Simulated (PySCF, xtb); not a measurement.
CuH₆N₂, SMILES [Cu+](<-[NH3])<-[NH3], charge +1, multiplicity 1.

xtb 6.7.1 with GFN2-xTB at its own geometry gives an orbital gap of 7.39 eV.

Coordinates come from a B3LYP-D3(BJ)/def2-SVP optimisation. The spin state was assumed, not searched.

Task: What does r2SCAN/def2-TZVPD (PySCF) give? (Estimate from the structure and the level; the computed values follow.)

Result: gap 4.99 eV (levels -10.33 and -5.34 eV).
